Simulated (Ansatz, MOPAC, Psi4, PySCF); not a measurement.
Complex: dimethyl selenide (SMILES C[Se]C) (first 9 atoms) with H2O (SMILES O); geometry from B3LYP-D3(BJ)/def2-TZVP, rigid monomers moved along the line of their centres of mass till Se2···H12 is 2.88 Å.
(charge 0, multiplicity 1):
| atom | x (Å) | y (Å) | z (Å) |
|---|---|---|---|
| C | -0.8942 | 1.6941 | -0.2074 |
| Se | 0.5986 | 0.4493 | 0.0682 |
| C | -0.4315 | -1.2035 | -0.1786 |
| H | -1.6610 | 1.5131 | 0.5417 |
| H | -0.4939 | 2.6989 | -0.0909 |
| H | -1.2924 | 1.5729 | -1.2121 |
| H | -1.2179 | -1.2564 | 0.5702 |
| H | 0.2617 | -2.0312 | -0.0455 |
| H | -0.8459 | -1.2310 | -1.1837 |
| O | -1.3445 | 0.1714 | 3.2514 |
| H | -1.0375 | 0.2161 | 4.1621 |
| H | -0.5510 | 0.2928 | 2.7028 |

Monomers are frozen at their geometry in the pair; levels with a basis set take the counterpoise correction. Rows marked so take none.

Frozen-core correlation. Filled d and f shells under p-block atoms count as core. Rows in 6-31G* carry no dispersion term and start afresh at each structure (6-31G* with six Cartesian d functions); the Pople sets are all-electron and without relativity. The state that PM6 reach isn't checked.

Run with Ansatz (a quantum-chemistry and plane-wave program); MOPAC for PM6 (differences of heats of formation); Psi4 for SAPT; PySCF for 6-31G* rows, the dispersion terms. Values without a source in brackets are computed.

```
level                            interaction energy (kJ/mol)
-------------------------------  ---------------------------
PM6                                                     -7.0
HF/6-31G*                                              -11.3
HF/6-31G* (no counterpoise)                            -14.2
r2SCAN-D3(BJ)/def2-TZVPPD                              -20.0
B3LYP-D3(BJ)/def2-TZVPPD                               -19.6
M06-2X/6-31G* (no counterpoise)                        -22.2
CCSD/aug-cc-pVDZ                                       -15.8
CCSD(T)/aug-cc-pVDZ                                    -16.9
SAPT0/aug-cc-pVDZ                                          …
```

Task: Complete the blanks.

Result: 
- SAPT0/aug-cc-pVDZ, interaction energy (kJ/mol): -18.9
